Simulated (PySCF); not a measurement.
C3H8O2Si, SMILES O([Si@@H](C=C)O)C.

Geometry optimised at PBE0-D3(BJ)/def2-SVP. The structure was generated by enumeration; whether it is a known compound was not checked. The values are those of a single conformer.

All values below come from PySCF with PBE/def2-TZVP.

Isolated molecule, no solvent.

| Item | Result |
|---|---|
| total energy | -558.78105 hartree |
| highest occupied level | -6.57 eV |
| lowest empty level | -1.62 eV |
| orbital gap | 4.95 eV |
| dipole moment | 1.15 D |
| quadrupole, principal values (traceless, Buckingham form, about the centre of nuclear charge) | -6.56, 0.31, 6.26 D·Å |
| mean static polarisability | 69.5 bohr³ (10.30 Å³) |
| polarisability, principal values | 55.7, 70.8, 82.1 bohr³ |
